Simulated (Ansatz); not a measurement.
B6N, relaxed as a doublet with UKS B3LYP-D4/def2-SVP in Ansatz, starting from the GFN2-xTB geometry. Force threshold 0.02 eV/Å.

The charge 0 doublet is spin-contaminated (final ⟨S²⟩ up to 0.88, 0.75 for a pure state). Another isomer (doublet) lies 3.08 eV lower at PBE0-D4/def2-TZVP; other spin states weren't run for this one.

Start:

Cartesian coordinates in Å:
```
N 0.7779 0.2667 -0.2908
B 0.1441 -1.2639 -0.3650
B 0.4745 -0.6900 1.0309
B -0.3846 1.1849 0.4546
B 0.2470 0.6444 1.7346
B -0.5422 -0.7464 -1.6260
B -0.7167 0.6043 -0.9382
```

Problem. Estimate the energy that the relaxation releases and the steps that it takes.

Solution. 9.4 kcal/mol, in 14 steps; 22 s on 4 threads of Arm Neoverse V1 on a shared host. The force fell under the threshold at step 6, but the optimiser went on and released 0.019 eV more. No frequencies were taken in this run, so the end may be a saddle point.

Problem. Does the start keep its bonding and symmetry?

Solution. By distances, no bond broke or formed. The bond that changes most is N1–B2, from 1.66 to 1.83 Å (atoms count from 1). Point group C2v at the start, Cs at the end, both within 0.05 Å.

Problem. Predict the relaxed structure.

Solution. 
Cartesian coordinates in Å:
```
N 0.8447 0.3350 -0.1731
B -0.0021 -1.2794 -0.3756
B 0.4653 -0.6686 1.0047
B -0.3725 1.1557 0.4461
B 0.3514 0.7126 1.7999
B -0.4664 -0.7594 -1.7802
B -0.8204 0.5042 -0.9219
```
Bond lengths: 6 × B–B 1.57 to 1.60 Å; 4 × B–N 1.59 to 1.83 Å.
